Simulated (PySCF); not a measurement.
# Dipole response of S(13+) (sulfur, charge +13)

[He] 2s1, 2S determinant. Computed with PySCF 2.14 in an uncontracted even-tempered set (19 s from 1.8 bohr⁻², ratio 2.2; 9 p from 2.9 bohr⁻², ratio 2.4; 6 d from 8.8 bohr⁻², ratio 2.4; 5 f from 13 bohr⁻², ratio 2.4; 4 g from 20 bohr⁻², ratio 2.4), with scalar relativity by spin-free X2C-1e. Coupled (time-dependent) response in atomic units; α is the mean over directions.

```json
{"method": "UHF", "mean α (bohr³)": "0.08383", "C₆ (like pair)": "0.005993", "S(−4)": "0.07098"}
{"method": "PBE0", "mean α (bohr³)": "0.07805", "C₆ (like pair)": "0.005441", "S(−4)": "0.06070"}
```

S(−4) is the Cauchy moment in α(ω) = α(0) + S(−4) ω² + …

α(iu) at PBE0:

```json
{"u (hartree)": "0", "α(iu) (bohr³)": "0.07805"}
{"u (hartree)": "0.100", "α(iu) (bohr³)": "0.07745"}
{"u (hartree)": "0.200", "α(iu) (bohr³)": "0.07570"}
{"u (hartree)": "0.400", "α(iu) (bohr³)": "0.06944"}
{"u (hartree)": "0.600", "α(iu) (bohr³)": "0.06109"}
{"u (hartree)": "0.800", "α(iu) (bohr³)": "0.05237"}
{"u (hartree)": "1.00", "α(iu) (bohr³)": "0.04436"}
{"u (hartree)": "1.50", "α(iu) (bohr³)": "0.02933"}
{"u (hartree)": "2.00", "α(iu) (bohr³)": "0.02031"}
{"u (hartree)": "3.00", "α(iu) (bohr³)": "0.01149"}
{"u (hartree)": "5.00", "α(iu) (bohr³)": "0.005758"}
```

A single London oscillator, α(iu) = α/(1 + u²/ω²), gives C₆ = (3/4) ω α². Matching the computed C₆ needs ω = 4 × 0.005441 / (3 × 0.07805²) = 1.19 hartree.

For an ion, C₆ is the dispersion term alone; charge-induced terms of lower order in 1/R come first.
